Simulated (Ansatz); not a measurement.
2-chloro-3,3-difluoroprop-1-ene (C3H3ClF2), SMILES C=C(Cl)C(F)F.

The structure is a stationary point at PBE0-D3(BJ)/def2-SVP. Other conformers were not sampled.

Two levels are set side by side: PBE/def2-SVPD (Ansatz, a first-principles code) and PBE0/def2-SVPD (Ansatz). Energy differences of separate SCF runs at the same geometry; the states with an electron removed or added have multiplicity 2 and 2. Differences are taken from unrounded values.

```csv
quantity,PBE0,PBE,PBE minus PBE0
vertical ionisation energy (eV),10.30,10.16,-0.14
vertical singlet–triplet gap (eV),4.00,4.10,0.10
```
